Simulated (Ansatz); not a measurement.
Geometry optimisation, RKS B3LYP/def2-SVP in Ansatz 0.2.0.

input.yaml

```yaml
crystal:
  periodic: [false, false, false]
  atoms:
    - { symbol: F, position_ang: [-1.4741, 0.9509, -0.8097] }
    - { symbol: B, position_ang: [-0.1848, 0.7162, -0.3644] }
    - { symbol: B, position_ang: [0.133, -0.7299, 0.3428] }
    - { symbol: F, position_ang: [1.5814, -0.9974, 0.811] }
    - { symbol: H, position_ang: [0.6705, 1.5205, -0.5206] }
    - { symbol: H, position_ang: [-0.684, -1.5242, 0.4948] }
basis:
  gaussian: { orbitals: def2-SVP }
hamiltonian:
  xc: b3lyp
relax:
  f_tol: 0.02
  max_steps: 50
output:
  orbitals: {}
```

Launched with:

```bash
$ ansatz run input.yaml --threads 1 --pin off --max-ram 2048MiB --backend cpu --events-out ev --progress --plain --runs-dir out
```

Task: Where does it end, and by what steps?

Result: It converged. The force dipped under the threshold on the way, but the program's further checks kept it going. After 26 steps the energy has fallen by 1.014 eV; F4 moved furthest, 0.88 Å.

```csv
step,energy less start (eV),largest force component (eV/Å),accepted
0,0.0000,5.278,yes
1,-0.7552,3.314,yes
2,-0.9475,0.340,yes
3,-0.9513,0.030,yes
4,-0.9515,0.024,yes
5,-0.9516,0.019,yes
6,-0.9516,0.012,yes
7,-0.9516,0.004,yes
8,-0.9516,0.007,yes
9,-0.9516,0.028,yes
10,-0.9441,0.668,no
11,-0.9522,0.046,yes
12,-0.9537,0.060,yes
13,-0.9550,0.189,yes
14,-0.9563,0.215,yes
15,-0.9593,0.261,yes
16,-0.9715,0.136,yes
17,-0.9840,0.105,yes
18,-0.9959,0.088,yes
19,-0.9900,0.734,no
20,-1.0068,0.063,yes
21,-1.0002,0.311,no
22,-1.0103,0.039,yes
23,-1.0125,0.032,yes
24,-1.0130,0.092,yes
25,-1.0141,0.090,yes
26,-1.0144,0.010,yes
```

```xyz
6
Properties=species:S:1:pos:R:3
F -1.298 1.382 -0.110
B -0.177 0.731 -0.400
B 0.198 -0.766 0.355
F 0.984 -0.815 1.425
H 0.525 1.242 -1.250
H -0.191 -1.838 -0.065
```

Run time: 38 s on 1 thread of Intel(R) Xeon(R) Platinum 8488C (Sapphire Rapids) (shared host), peak memory 0.15 GiB.
